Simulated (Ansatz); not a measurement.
Species: CHS, charge -1, multiplicity 1. It need not be the lowest isomer of its formula. Whether it binds its extra electron was not tested at this geometry. 
Structure (B3LYP-D3(BJ)/def2-TZVP (Ansatz, a quantum-chemistry and plane-wave program) minimum search):
SMILES: [CH-]=S
```xyz
3

C     -1.0773     0.3107    -0.2890
S      0.5118    -0.0910     0.0907
H     -1.7245    -0.4085     0.2825
```
Charge -1, spin multiplicity 1.

Question: Give the harmonic wavenumbers at B3LYP-D3(BJ)/def2-TZVP (Ansatz, finite differences of forces, unscaled).

Answer: 911, 1139, 2657 cm⁻¹. Zero-point energy 6.7 kcal/mol.

Question: From these and the geometry, give the ideal-gas thermochemistry at 298.15 K and 1 atm (rigid rotor, harmonic oscillator).

Answer: Point group Cs, rotational symmetry number 1. Rotational constants 482.8, 18.61, 17.92 GHz. S(trans) 37.34, S(rot) 18.24, S(vib) 0.19, S(elec, spin only) 0.00, S 55.8 cal/(mol K). H(298) - H(0) 2.42 kcal/mol; G - E(el) -7.5 kcal/mol.
